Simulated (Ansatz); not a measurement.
`CC(F)[SiH3]` + HCl → `FC([SiH3])Cl` + CH₄  (substitution at a C–C bond)

Computed with Ansatz on PBE0-D4/def2-TZVP structures; ΔE is electronic, products minus reactants. CBS: MP2 limit from def2 TZ/QZ plus the TZ coupled-cluster correction, frozen cores. This one scheme is used for every species. DFT in def2-TZVPP.

```csv
level,ΔE (kcal/mol)
ωB97M-V,4.2
PBE,2.7
BLYP,2.1
CCSD(T)/def2-TZVPP,5.3
```

**Question.** What does CCSD(T)/CBS give? (Best estimate.)

**Answer.** Ansatz gave: +4.8 kcal/mol. The listed levels differ from it by -0.6, -2.1, -2.7, 0.5 kcal/mol.

Largest T1 diagnostic among the species: 0.011.

From PBE to PBE0 (25 % exact exchange), in def2-TZVPP and without D4, ΔE moves by +1.3 kcal/mol. Leaving LDA and LC-ωPBE aside and taking each functional with its dispersion term where it has one, the values, not all of them listed here, spread over 2.5 kcal/mol, from BLYP-D4 to PBE-QIDH. LDA lies +1.5 kcal/mol from PBE without D4.
